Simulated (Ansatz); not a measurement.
Ansatz results at the PBE0-D4/def2-TZVP geometry: LUMO energy (PBE/def2-TZVPP) -3.54 eV; size of the dipole moment (ωB97M-V/def2-TZVPP) 0.72 D; HOMO energy (B3LYP/def2-TZVPP) -7.33 eV.

Question: Which molecule gave them?
A. `ClC(Cl)=CBr`
B. `C=CCl`
C. `Clc1ccccc1`
D. `FC(Cl)(I)I`

Answer: D. The others give `Clc1ccccc1`: -1.46, 1.66, -6.92; `C=CCl`: -1.27, 1.38, -7.33; `ClC(Cl)=CBr`: -1.78, 0.73, -7.05.

B3LYP here is the variant with VWN-RPA as its local correlation; programs differ in this.
